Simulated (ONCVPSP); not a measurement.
## Logarithmic derivatives: Ir, ONCV

Ir (Z = 77), optimised norm-conserving Vanderbilt (ONCV), made with ONCVPSP 4.0.1 (PBE, fully relativistic). Core [Kr] 4d10 4f14, reference 5s2 5p6 5d7 6s1.5 6p0.5. Waves: 5s+6s: rc 1.90 bohr, ncon 3, nbas 7, qcut 6.5 1/bohr, 2 projectors; 5p+6p: rc 1.65 bohr, ncon 3, nbas 6, qcut 7.3 1/bohr, 2 projectors; 5d: rc 2.10 bohr, ncon 3, nbas 8, qcut 7.8 1/bohr, 2 projectors, debl 2 Ha. Local part: polynomial inside 1.45 bohr (lpopt 5, dvloc0 4 Ha). Core correction: polynomial model core, fcfact 0.7.

Open shells are filled in proportion to 2j + 1.

The phase is arctan(r·R′/R) of the radial function R(r), unwrapped; energies in Ha, scanned from -5 to 5 Ha. A pole is an energy at which the radial function vanishes at the test radius. The pseudo phase is shifted by a multiple of π to meet the all-electron one at the reference energy, and phase errors are pseudo minus all-electron; the curves can meet again beyond the range given. Levels narrower than the energy grid can be missing from the lists of poles.

```json
{"channel": "s", "radius (bohr)": "1.93", "reference energy (Ha)": "-0.26", "poles, all-electron": "-3.53, 3.44", "poles, pseudo": "-3.53, 3.21", "unbroken range about the reference energy with phases within 0.05 rad": "below 4.3", "phase error 1 Ha above the reference energy (rad)": "-0.003"}
{"channel": "p3/2", "radius (bohr)": "1.68", "reference energy (Ha)": "-0.06", "poles, all-electron": "-1.16", "poles, pseudo": "-1.16", "unbroken range about the reference energy with phases within 0.05 rad": "the whole range", "phase error 1 Ha above the reference energy (rad)": "-0.000"}
{"channel": "p1/2", "radius (bohr)": "1.68", "reference energy (Ha)": "-0.08", "poles, all-electron": "-1.89", "poles, pseudo": "-1.89", "unbroken range about the reference energy with phases within 0.05 rad": "the whole range", "phase error 1 Ha above the reference energy (rad)": "-0.000"}
{"channel": "d5/2", "radius (bohr)": "2.13", "reference energy (Ha)": "-0.28", "poles, all-electron": "0.28", "poles, pseudo": "0.28", "unbroken range about the reference energy with phases within 0.05 rad": "the whole range", "phase error 1 Ha above the reference energy (rad)": "+0.000"}
{"channel": "d3/2", "radius (bohr)": "2.13", "reference energy (Ha)": "-0.32", "poles, all-electron": "0.19", "poles, pseudo": "0.19", "unbroken range about the reference energy with phases within 0.05 rad": "the whole range", "phase error 1 Ha above the reference energy (rad)": "-0.000"}
```

Phases in the s channel:

```csv
E (Ha),all-electron,pseudo
-4.96,1.315,1.315
-4.48,1.266,1.266
-4.00,1.079,1.078
-3.52,-1.579,-1.579
-3.04,-1.773,-1.773
-2.56,-1.846,-1.847
-2.08,-1.918,-1.918
-1.60,-2.015,-2.016
-1.12,-2.179,-2.180
-0.64,-2.517,-2.517
-0.16,-3.226,-3.226
0.32,-3.945,-3.946
0.80,-4.289,-4.292
1.28,-4.454,-4.458
1.76,-4.549,-4.554
2.24,-4.612,-4.619
2.72,-4.658,-4.669
3.20,-4.695,-4.711
3.68,-4.728,-4.753
4.16,-4.760,-4.801
4.64,-4.793,-4.869
```
